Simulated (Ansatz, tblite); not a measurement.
Removing and adding an electron: `COc1ccc(-c2ccc(-c3ccc(-c4ccc(-c5ccc(C(F)=C(F)F)cc5)cc4)cc3)cc2)cc1`. Total charge 0; singlet. Geometry: r2SCAN-D4/def2-SVP. Ansatz, gas phase; energy differences of separate SCF runs; the oxidised species was run as a doublet alone; the reduced species was run as a doublet alone.

```xyz
60

C    -0.288  -12.235    0.225
O     0.247  -11.412   -0.787
C     0.189  -10.069   -0.619
C     0.726   -9.290   -1.659
C     0.712   -7.905   -1.575
C     0.163   -7.239   -0.458
C     0.149   -5.764   -0.374
C    -0.900   -5.076    0.267
C    -0.911   -3.687    0.350
C     0.125   -2.913   -0.209
C     0.111   -1.438   -0.124
C     0.641   -0.641   -1.157
C     0.623    0.749   -1.079
C     0.078    1.411    0.038
C     0.056    2.886    0.121
C    -0.111    3.680   -1.030
C    -0.141    5.069   -0.951
C     0.001    5.734    0.283
C    -0.032    7.208    0.367
C     0.734    7.905    1.320
C     0.702    9.293    1.402
C    -0.105   10.050    0.529
C    -0.095   11.500    0.667
F     0.671   11.992    1.662
C    -0.740   12.432   -0.063
F    -1.533   12.168   -1.082
F    -0.648   13.722    0.165
C    -0.878    9.360   -0.429
C    -0.836    7.972   -0.502
C     0.173    4.940    1.433
C     0.198    3.551    1.355
C    -0.448    0.614    1.073
C    -0.434   -0.776    0.993
C     1.173   -3.599   -0.853
C     1.185   -4.990   -0.932
C    -0.370   -8.035    0.570
C    -0.362   -9.430    0.503
H     0.236  -12.092    1.187
H    -0.147  -13.271   -0.110
H    -1.367  -12.047    0.375
H     1.139   -9.805   -2.530
H     1.110   -7.319   -2.409
H    -1.743   -5.642    0.675
H    -1.761   -3.187    0.822
H     1.057   -1.121   -2.048
H     1.058    1.336   -1.894
H    -0.242    3.197   -2.003
H    -0.257    5.654   -1.868
H     1.392    7.349    1.994
H     1.316    9.808    2.144
H    -1.527    9.906   -1.114
H    -1.468    7.464   -1.235
H     0.268    5.421    2.411
H     0.349    2.966    2.267
H    -0.896    1.094    1.948
H    -0.837   -1.364    1.823
H     2.014   -3.034   -1.265
H     2.036   -5.490   -1.403
H    -0.777   -7.555    1.465
H    -0.775  -10.005    1.334
```

The xTB rows come from tblite. Single mean-field runs in def2-SVP are fitted with def2-universal-jkfit.

| level | −HOMO (eV) | vertical IE (eV) | −LUMO (eV) | vertical EA (eV) | HOMO–LUMO gap (eV) | IE − EA (eV) | remarks |
| --- | --- | --- | --- | --- | --- | --- | --- |
| GFN1-xTB | 10.96 | 12.38 | 8.58 | 7.07 | 2.38 | 5.31 | – |
| GFN2-xTB | 9.97 | 11.46 | 7.81 | 6.18 | 2.15 | 5.28 | – |
| PBE-D4/def2-SVP | 4.94 | 6.31 | 2.37 | 1.01 | 2.57 | 5.30 | HOMO above zero (-1 doublet) |
| PBE0-D4/def2-SVP | 5.83 | 6.82 | 1.75 | 0.80 | 4.08 | 6.02 | HOMO above zero (-1 doublet) |

   A HOMO above zero means that the electron is unbound at that level or that self-interaction error raises the level; the energy of removing that electron tells which. Raw xTB energy differences between charge states are shifted by several eV; the methods need an empirical correction for them. Sets without diffuse functions give affinities that are too small.
